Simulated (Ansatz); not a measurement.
The same path of BF2H2N + BrH (8 atoms, charge 0, multiplicity 1) was run twice with different band settings. Lost on the way: Br7–H8. Made: B1–Br7, N2–H8.

Level of theory: Ansatz, RKS PBE/def2-SVP.

Relaxed end points:

```xyz
8
Properties=species:S:1:pos:R:3
B 0.050 -0.411 0.183
N 0.008 -0.084 1.564
H -0.833 -0.249 2.119
H 0.864 -0.033 2.118
F 1.206 -0.406 -0.483
F -1.072 -0.697 -0.482
Br -0.426 3.332 1.499
H -0.242 1.881 1.469
```

```xyz
8
Properties=species:S:1:pos:R:3
B -0.006 0.495 0.181
N -0.128 0.152 1.802
H -0.276 -0.858 1.961
H 0.734 0.447 2.286
F 1.095 -0.194 -0.255
F -1.197 0.094 -0.365
Br 0.249 2.519 0.165
H -0.915 0.678 2.211
```

Common settings: spring 5.0 eV/Å²; optimiser quadratic models (default); start path through a guess of the saddle point; force threshold 0.05 eV/Å; iteration limit 60; end points relaxed.

| run | movable images | climbing image |
| --- | --- | --- |
| 1 | 7 | yes |
| 2 | 8 | no |

(1) What does each run give, and how far can it be trusted?

Results:

(1) Run 1: converged after 13 iterations, highest image 0.428 eV above the first end. The order of the point at the top wasn't checked.
Run 2: converged after 15 iterations, highest image 0.359 eV above the first end. Beside the main top the profile has a ripple of under 15 meV (maxima at images 3, 6), which may be a very shallow well or noise. No image climbed, so the highest image needn't sit at the top of the path.
The orbitals stay closed-shell, which can raise the energy where a bond breaks towards radicals; this wasn't checked here.
